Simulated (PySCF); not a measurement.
# Zn: ionisation energy

Zn [Ar] 3d10 4s2 (1S) → Zn⁺ [Ar] 3d10 4s1 (2S), as a difference of total energies. Computed with PySCF 2.14 in def2-TZVP, with no relativity, point nucleus. Correlated levels: valence: [Ar] frozen. The calculations carry no spin-orbit coupling.

| method | ionisation energy (eV) | difference from reference (eV) |
| --- | --- | --- |
| UHF | 7.636 | -1.758 |
| r2SCAN | 9.203 | -0.191 |
| M06-2X | 9.083 | -0.311 |
| MP2 (valence) | 8.723 | -0.671 |
| SCS-MP2 (valence) | 8.760 | -0.634 |
| CCSD (valence) | 8.866 | -0.528 |
| CCSD(T) (valence) | 8.955 | -0.439 |

Reference: 9.394 eV (measured; NIST Atomic Spectra Database, ionization energies).

These non-relativistic numbers lack the scalar-relativistic shift.

Errors of the correlated levels include the incompleteness of this basis and the frozen core.
